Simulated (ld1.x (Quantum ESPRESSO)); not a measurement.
## Which change was made? (Ag, TM)

ld1.x (Quantum ESPRESSO) 7.5 input, shortened:

```
&input
   title='Ag', zed=47., rel=1, dft='PBE', iswitch=3,
   config='[Kr] 4d10 4f-2 5s1 5p0'
 /
 &inputp
   pseudotype=2, tm=.true., lloc=-1, rcloc=2.40,
   nlcc=.true.
 /
4
5S  1  0   1.00   0.00  2.05  2.05  0.0
5P  2  1   0.00   0.00  3.90  3.90  0.0
4D  3  2  10.00   0.00  1.85  1.85  0.0
4F  4  3  -2.00   0.30  4.15  4.15  0.0
 &test
   configts(1)='4d10 5s1 5p0'
 /
```

Cutoffs, loose and tight: the cutoffs (Ry, on a coarse ladder) from which the occupation-weighted sum of valence levels, in a spherical-Bessel basis at the reference potential, stays within 10 and 1 mRy of its value at 400 Ry. They do not see the model core or the augmentation charge, which bear on the density cutoff. Test errors are all-electron minus pseudo excitation energies from the reference, over the configurations 4d10 5s0 5p0; 4d9 5s0 5p0; 4d8 5s0 5p0; 4d9 5s1 5p1; 4d9 5s1 5p0; 4d7 5s0 5p0; 4d9 5s2 5p0; variants that change the core or the reference have their own tests. The largest error is taken over the tests solved by every variant that gives reliable tests at all, those not shown here included: 4d10 5s0 5p0; 4d7 5s0 5p0; 4d8 5s0 5p0; 4d9 5s0 5p0.

The base gives: outcome: generated; cutoff, loose: 60 Ry; cutoff, tight: 90 Ry; bound ghosts: none; largest test error (meV): -1259.

Question: After one change the result is: outcome: generated; cutoff, loose: 40 Ry; cutoff, tight: 70 Ry; bound ghosts: none; largest test error (meV): -1247. Which change was it?
A. all radii but the core radius scaled by about 1.35 (s 2.78, p 5.28, d 2.50, f 5.62 bohr); local potential all-electron potential smoothed inside 3.24 bohr (lloc = -1)
B. all radii but the core radius scaled by about 0.78 (s 1.60, p 3.04, d 1.44, f 3.22 bohr); local potential all-electron potential smoothed inside 1.86 bohr (lloc = -1)
C. all radii but the core radius scaled by about 1.16 (s 2.38, p 4.52, d 2.14, f 4.80 bohr); local potential all-electron potential smoothed inside 2.78 bohr (lloc = -1)

Answer: A. The others give: all radii but the core radius scaled by about 1.16 (s 2.38, p 4.52, d 2.14, f 4.80 bohr); local potential all-electron potential smoothed inside 2.78 bohr (lloc = -1) → outcome: generated; cutoff, loose: 50 Ry; cutoff, tight: 80 Ry; bound ghosts: none; largest test error (meV): -1398 | all radii but the core radius scaled by about 0.78 (s 1.60, p 3.04, d 1.44, f 3.22 bohr); local potential all-electron potential smoothed inside 1.86 bohr (lloc = -1) → outcome: generated; cutoff, loose: 70 Ry; cutoff, tight: 120 Ry; bound ghosts: s; largest test error (meV): -1107.
